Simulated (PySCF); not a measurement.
Molfile (atoms numbered from 1):
```
C6H13NOSi
     RDKit          3D

 22 21  0  0  0  0  0  0  0  0999 V2000
    1.2161   -1.7965    0.9868 C   0  0  0  0  0  0  0  0  0  0  0  0
    1.3443   -0.7772    0.1437 C   0  0  0  0  0  0  0  0  0  0  0  0
    2.9806   -0.2226   -0.6440 Si  0  0  0  0  0  4  0  0  0  0  0  0
    3.3396    1.3102    0.0542 N   0  0  0  0  0  0  0  0  0  0  0  0
    0.2272    0.0819   -0.2842 C   0  0  0  0  0  0  0  0  0  0  0  0
    0.4703    1.0461   -0.9847 O   0  0  0  0  0  0  0  0  0  0  0  0
   -1.1811   -0.2591    0.1470 C   0  0  0  0  0  0  0  0  0  0  0  0
   -2.2126    0.7151   -0.4157 C   0  0  0  0  0  0  0  0  0  0  0  0
   -3.6234    0.3636    0.0369 C   0  0  0  0  0  0  0  0  0  0  0  0
    2.0714   -2.3891    1.2669 H   0  0  0  0  0  0  0  0  0  0  0  0
    0.2792   -2.0881    1.4386 H   0  0  0  0  0  0  0  0  0  0  0  0
    4.0525   -1.1138   -0.1918 H   0  0  0  0  0  0  0  0  0  0  0  0
    2.8326   -0.3100   -2.1025 H   0  0  0  0  0  0  0  0  0  0  0  0
    4.2400    1.7183   -0.1408 H   0  0  0  0  0  0  0  0  0  0  0  0
    2.6243    2.0174   -0.0237 H   0  0  0  0  0  0  0  0  0  0  0  0
   -1.4040   -1.2773   -0.1829 H   0  0  0  0  0  0  0  0  0  0  0  0
   -1.2154   -0.2515    1.2398 H   0  0  0  0  0  0  0  0  0  0  0  0
   -2.1579    0.6990   -1.5059 H   0  0  0  0  0  0  0  0  0  0  0  0
   -1.9597    1.7264   -0.0914 H   0  0  0  0  0  0  0  0  0  0  0  0
   -4.3418    1.0662   -0.3783 H   0  0  0  0  0  0  0  0  0  0  0  0
   -3.8935   -0.6381   -0.2923 H   0  0  0  0  0  0  0  0  0  0  0  0
   -3.6990    0.3987    1.1221 H   0  0  0  0  0  0  0  0  0  0  0  0
  1  2  2  0
  2  3  1  0
  3  4  1  0
  2  5  1  0
  5  6  2  0
  5  7  1  0
  7  8  1  0
  8  9  1  0
  1 10  1  0
  1 11  1  0
  3 12  1  0
  3 13  1  0
  4 14  1  0
  4 15  1  0
  7 16  1  0
  7 17  1  0
  8 18  1  0
  8 19  1  0
  9 20  1  0
  9 21  1  0
  9 22  1  0
M  END
```

Theory: coordinates at the GFN2-xTB level, shieldings: GIAO PBE0/pcSseg-1, in PySCF 2.14 (fast rotation and ring inversion assumed for equivalent nuclei, no relativistic terms, a single conformation, gas phase).

Scale: $^{13}$C (186.93 ppm) vs TMS (reference shieldings calculated alike).

Problem. Do the $^{13}$C shifts follow the atomic charges (in e)? Tabulate both.

Solution. 
| atoms | hybridisation | δ (ppm) | σ para (ppm) | Hirshfeld | IAO | Mulliken | ESP-fitted |
| --- | --- | --- | --- | --- | --- | --- | --- |
| C5 | sp2 | 211.4 | -278 | +0.17 | +0.38 | +0.28 | +0.80 |
| C2 | sp2 | 158.9 | -238 | -0.10 | -0.31 | -0.56 | -0.44 |
| C1 | sp2 | 144.3 | -214 | -0.06 | -0.25 | -0.03 | -0.23 |
| C7 | sp3 | 42.8 | -114 | -0.07 | -0.31 | -0.26 | -0.38 |
| C8 | sp3 | 20.8 | -79 | -0.07 | -0.24 | -0.26 | +0.27 |
| C9 | sp3 | 15.8 | -74 | -0.12 | -0.42 | -0.25 | -0.38 |

Correlation coefficients of δ with charge over these carbons: Hirshfeld +0.68, IAO +0.70, Mulliken +0.44, ESP-fitted +0.41; with the paramagnetic shielding -1.00. With so few points, grouped by hybridisation, these coefficients are fragile. Charge is one influence among several: hybridisation and low-lying excitations act through the paramagnetic term.

Shifts are as computed. Against solution values, carbons near 30 ppm lie about +3 ppm off and those near 130 ppm about +5 ppm. Of 1309 compounds with measured shifts, 239 miss one by over three times the rms of a fit or turn the order of signals round; such compounds aren't used in these exercises.
